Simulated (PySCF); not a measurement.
Isomers of C5H13NP2, from PySCF 2.14.0, PBE0-D3(BJ)/def2-SVP geometry optimisation, gas phase. One conformer each, no zero-point energy, no frequencies.

**Question.** Which isomer lies lower at this level?
A. `[CH3:1][NH:2][P:3]1[CH2:4][CH2:5][PH:6][CH2:7][CH2:8]1` with C1–N2–P3–C4 -94°, N2–P3–C4–C5 -70°, P3–C4–C5–P6 -76°, C4–C5–P6–C7 43°, C5–P6–C7–C8 30°: A = 2900, B = 872.5, C = 769.5 MHz, dipole 1.74 D
B. `[CH3:1][P:2]1[CH2:3][CH2:4][P:5]([NH2:6])[CH2:7][CH2:8]1` with C4–P5–N6–H 62° and -162°, C1–P2–C3–C4 74°, P2–C3–C4–P5 75°, C3–C4–P5–N6 -149°, C4–P5–C7–C8 -30°: A = 2525, B = 967.1, C = 898.1 MHz, dipole 2.03 D

**Answer.** B. That is `CP1CCP(N)CC1`, 10.7 kcal/mol below the other.

```json
{"SMILES": "CP1CCP(N)CC1", "mapped SMILES": "[CH3:1][P:2]1[CH2:3][CH2:4][P:5]([NH2:6])[CH2:7][CH2:8]1", "E (Eh)": "-934.89436", "relative (kcal/mol)": "0.0", "relative (kJ/mol)": "0.0", "dipole (D)": "2.03"}
{"SMILES": "CNP1CCPCC1", "mapped SMILES": "[CH3:1][NH:2][P:3]1[CH2:4][CH2:5][PH:6][CH2:7][CH2:8]1", "E (Eh)": "-934.87724", "relative (kcal/mol)": "10.7", "relative (kJ/mol)": "45.0", "dipole (D)": "1.74"}
```
